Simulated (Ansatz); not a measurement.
```xyz
14

C    -0.809   -0.344    1.955
C    -0.794   -0.342    0.435
C     0.580   -0.667   -0.117
S     0.607   -0.796   -1.942
Al    0.989    1.259   -2.520
H    -0.108    0.392    2.359
H    -1.802   -0.102    2.339
H    -0.528   -1.323    2.353
H    -1.517   -1.065    0.047
H    -1.106    0.638    0.059
H     0.921   -1.639    0.249
H     1.312    0.076    0.207
H     1.039    1.597   -4.063
H     1.216    2.316   -1.360
```

Charge 0, multiplicity 1.

**Question.** List the B3LYP/def2-TZVPP orbital energies in eV (the Gaussian-basis code of Ansatz). (An estimate is asked.)

**Answer.** Ansatz gave: Occupied: -2417.39, -1524.54, -277.70, -276.96, -276.70, -215.41, -159.97, -159.85, -159.81, -112.52, -73.25, -73.09, -73.04, -22.17, -20.08, -17.52, -16.12, -13.24, -11.98, -11.59, -11.23, -10.69, -9.82, -9.44, -9.33, -8.39, -7.76, -6.93. Lowest empty: -1.45, 0.18, 0.47, 0.80, 1.45, 1.98, 2.09, 2.31.

B3LYP here is the variant with VWN-RPA as its local correlation; programs differ in this.
